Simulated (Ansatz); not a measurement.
Gas-phase electronic energies from Ansatz, PBE0-D4/def2-TZVP geometries. CCSD(T)/CBS is the MP2 limit (def2-TZVPP, def2-QZVPP) plus CCSD(T) − MP2 in def2-TZVPP, frozen cores. Functionals use def2-TZVPP. For Ge, Se outer-core shells are correlated without core-valence functions, which leaves a few kJ/mol of doubt a bond. Scalar relativity is left out up to krypton. One conformer a species, not always the lowest.

Consider the cleavage of the B–Ge bond: `[BH2][GeH2][Cl]` + `[SiH3][SiH2][SeH]` → `B[Se][SiH2][SiH3]` + `[Cl][GeH3]`.

```tsv
level	ΔE (eV)
LDA (SPW92)	-1.09
B97M-V	-1.04
B2PLYP	-1.02
revPBE	-0.99
CAM-B3LYP	-0.97
LC-ωPBE	-0.97
RPA@PBE/def2-TZVPP	-1.02
SCS-MP2/def2-QZVPP	-1.04
```

**Question.** What does CCSD(T)/CBS give? (Estimate.)

**Answer.** Ansatz gave: -1.02 eV. The listed levels differ from it by -0.07, -0.02, 0.00, 0.03, 0.05, 0.05, 0.00, -0.02 eV.

Largest T1 diagnostic among the species: 0.014.

The D4 term adds −0.04 eV with B3LYP and −0.02 eV with PBE0; it sums over pairs of atoms, weighted by their polarisabilities, and B3LYP, whose exchange is more repulsive, gets the larger term. At CCSD(T), def2-SVP lies −0.10 eV from the extrapolated value and def2-TZVPP −0.01 eV.

B3LYP here is the variant with VWN-RPA as its local correlation; programs differ in this.
